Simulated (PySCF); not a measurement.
# Shieldings and the share of exact exchange

Molecule: SMILES [SiH3][SiH]([SiH3])CCl, CH₉ClSi₃.

Geometry (Å), atoms numbered from 1 in this order:
```xyz
14

Si   -1.883    0.941    0.160
Si    0.084   -0.056   -0.639
Si    1.956    0.966    0.343
C     0.038   -1.898   -0.157
Cl   -1.512   -2.624   -0.689
H    -3.072    0.561   -0.657
H    -1.740    2.431    0.143
H    -2.087    0.503    1.576
H     0.170    0.049   -2.129
H     1.825    0.921    1.833
H     2.042    2.395   -0.088
H     3.222    0.267   -0.043
H     0.855   -2.465   -0.626
H     0.111   -2.028    0.933
```

GIAO shieldings (ppm, equivalent atoms averaged) in PySCF on the PBE0-D3(BJ)/def2-SVP geometry, basis pcSseg-1, gas phase, non-relativistic:

| functional | exact exchange (%) | σ(Si1/Si3) | σ(C4) | σ(Cl5) |
| --- | --- | --- | --- | --- |
| BLYP | 0 | 432.7 | 139.9 | 824.9 |
| BP86 | 0 | 443.4 | 145.5 | 836.4 |
| PBE | 0 | 445.9 | 146.0 | 835.0 |
| B3LYP | 20 | 443.5 | 146.0 | 857.2 |
| PBE0 | 25 | 458.2 | 153.1 | 873.6 |
| BHandHLYP | 50 | 459.1 | 153.5 | 898.4 |
| HF | 100 | 486.4 | 164.6 | 956.9 |

Task: Fit each shielding as a line in the percentage of exact exchange.

Result: σ(Si1/Si3) = 440.2 + 0.45 x (rms 5.2 ppm); σ(C4) = 144.0 + 0.21 x (rms 2.5 ppm); σ(Cl5) = 834.0 + 1.25 x (rms 4.9 ppm). The functionals also differ in their semilocal parts, which the line can't hold; Hartree–Fock has no correlation at all.

Task: What does the line predict for mPW1PW91 (25 %), and what does the run give?

Result: σ(Si1/Si3): 451.4 predicted, 454.9 computed; σ(C4): 149.2 predicted, 152.0 computed; σ(Cl5): 865.2 predicted, 872.5 computed ppm.
